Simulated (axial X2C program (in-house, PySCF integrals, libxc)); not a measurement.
CsCr⁻: from the spin-free to the two-component result

All values were computed with an axial X2C code built on PySCF integrals. Spin-free means the one-electron spin-free X2C Hamiltonian; two-component (2c) means X2C with spin–orbit coupling and atomic mean-field two-electron Coulomb terms, the Gaunt term switched off, so the difference of the two also holds small scalar two-electron terms. Basis: Cs dyall-av2z [13s14p7d], Cr dyall-av2z [8s9p6d2f] (cores contracted in-house); Gaussian nuclei, density fitting, unrestricted open shells. Masses: Cs 132.905 u, Cr 51.941 u.

Spin-free state: M_S = 3, Λ = 0 (beyond evenly filled blocks: 2 × σα, π+α, π-α, δ+α, δ-α); fragments Cs- + Cr for PBE0, r2SCAN0; Cs + Cr- for BP86.

```json
{"level": "PBE0", "Re (Å)": "3.872", "ωe (cm⁻¹)": "57.6", "De (eV)": "n/a", "μ (D)": "1.90"}
{"level": "r2SCAN0", "Re (Å)": "4.004", "ωe (cm⁻¹)": "52.3", "De (eV)": "n/a", "μ (D)": "0.64"}
{"level": "BP86", "Re (Å)": "3.760", "ωe (cm⁻¹)": "61.1", "De (eV)": "0.750", "μ (D)": "0.72"}
```

Dipoles are positive if Cr is the positive end and refer to the centre of mass.

Two-component determinant lowest at the distance of the search:

Ω = 3 (⟨Sz⟩ = 3.00, ⟨Lz⟩ = 0.00 at PBE0); fragments Cs- + Cr for PBE0, r2SCAN0; Cs + Cr- for BP86.

```json
{"level": "PBE0", "Re (Å)": "3.869", "ωe (cm⁻¹)": "57.7", "De (eV)": "n/a", "μ (D)": "1.90"}
{"level": "r2SCAN0", "Re (Å)": "4.002", "ωe (cm⁻¹)": "52.4", "De (eV)": "n/a", "μ (D)": "0.64"}
{"level": "BP86", "Re (Å)": "3.757", "ωe (cm⁻¹)": "61.2", "De (eV)": "0.751", "μ (D)": "0.71"}
```

From the two tables, how do the constants change at the PBE0 level (2c against spin-free)?

At the PBE0 level Re decreases by 0.003 Å and ωe doesn't move by more than 0.2 cm⁻¹.

The state is one determinant whose occupation by symmetry is held fixed; it was picked as the lowest of a PBE0 search that is not exhaustive. De is counted from the lowest determinant-based energies of the atoms at the same level, without counterpoise correction. De is not given where an atomic determinant may have missed its ground term or J level, or where the truncated virtual space spoils (T). Density functionals use the spin component along the axis (collinear). PBE0 can misorder states that lie within some tenths of an eV, so this need not be the ground state of the molecule. The nearest other spin-free determinant of the search, M_S = 2, Λ = 0, lies 0.09 eV up at the distance of the search. Without a current term, density functionals place determinants with orbital angular momentum somewhat too high. With several unpaired electrons one determinant need not be a pure state. A state of lower Ω lies just above, and one determinant can place such states too high, so the state shown need not be the lowest. The search has Ω = 2 only 0.09 eV up. Open-shell Ω = 0 determinants with evenly filled partner blocks cannot be reached by this program, so the Ω shown need not be the lowest component. The highest occupied level of some functionals is positive through self-interaction error; at Hartree–Fock it is bound. The determinant is spin-polarised beyond a pure state at some levels (its spin-free form has ⟨S²⟩ too high), which makes Re and μ there less reliable.
